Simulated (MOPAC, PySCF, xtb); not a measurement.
Complex: CH3F (SMILES CF) (first 5 atoms) with CH3Cl (SMILES CCl); geometry from B3LYP-D3(BJ)/def2-TZVP, rigid monomers moved along the line of their centres of mass till F2···H8 is 2.68 Å.
(charge 0, multiplicity 1):
```tsv
atom	x (Å)	y (Å)	z (Å)
C	-0.5756	-0.1275	-0.2677
F	0.3347	-1.1337	0.0647
H	-1.4461	-0.5905	-0.7330
H	-0.8613	0.3941	0.6447
H	-0.0928	0.5570	-0.9655
C	0.7041	-0.8517	3.7521
Cl	-0.4501	0.5254	3.8646
H	0.7789	-1.1432	2.7099
H	1.6636	-0.5159	4.1331
H	0.3150	-1.6645	4.3575
```

Interaction energies are E(AB) − E(A) − E(B) at the monomers' geometry in the complex; basis-set methods are counterpoise corrected. Rows marked so take none.

Rows in 3-21G, 6-31G* carry no dispersion term and start afresh at each structure (6-31G* with six Cartesian d functions). The state that PM6 reach isn't checked.

Codes used: MOPAC for PM6 (differences of heats of formation); PySCF for 3-21G rows, 6-31G* rows; xtb for the GFN methods. Each number belongs to the level named beside it.

Question: One of these levels gives -2.27 kcal/mol for the interaction energy. Which?
A) BP86/6-31G* (no counterpoise)
B) GFN1-xTB
C) PM6
D) B3LYP/3-21G (no counterpoise)

Answer: A, BP86/6-31G* (no counterpoise). The others give -0.85 (PM6), -1.58 (GFN1-xTB), -4.44 (B3LYP/3-21G (no counterpoise))
